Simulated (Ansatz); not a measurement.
Species: C$_{2}$H$_{10}$N$_{2}$Si, charge 0, multiplicity 1. 
Coordinates optimised at B3LYP-D3(BJ)/def2-TZVP (Ansatz, an electronic-structure program):
SMILES: C[Si](C)(N)N
```xyz
15

Si    -0.0073     0.0079     0.0280
C      1.5422    -0.9237    -0.4729
C     -1.0226     0.3622    -1.5094
N     -0.7643    -0.9756     1.2235
N      0.2407     1.5413     0.7741
H      2.2035    -1.0776     0.3825
H      2.0987    -0.3676    -1.2310
H      1.3047    -1.9044    -0.8947
H     -1.9752     0.8310    -1.2534
H     -1.2385    -0.5618    -2.0508
H     -0.4943     1.0288    -2.1970
H     -0.6965    -1.9797     1.1949
H     -1.6047    -0.6725     1.6894
H      0.7287     1.6188     1.6522
H      0.3237     2.3824     0.2269
```
Charge 0, spin multiplicity 1.

Basis-set convergence of Hartree-Fock and CCSD(T) correlation energies (hartree) with Ansatz. Valence correlation only, unless marked. Spin-orbit coupling is left out. Non-relativistic.

```tsv
basis	functions	E(HF)	E(corr, CCSD(T))
aug-cc-pV(D+d)Z	214	-479.51272	-0.86588
aug-cc-pV(T+d)Z	469	…	…
```

Q: Complete the blanks.

A: 
- aug-cc-pV(T+d)Z, E(HF): -479.58054
- aug-cc-pV(T+d)Z, E(corr, CCSD(T)): -1.02106
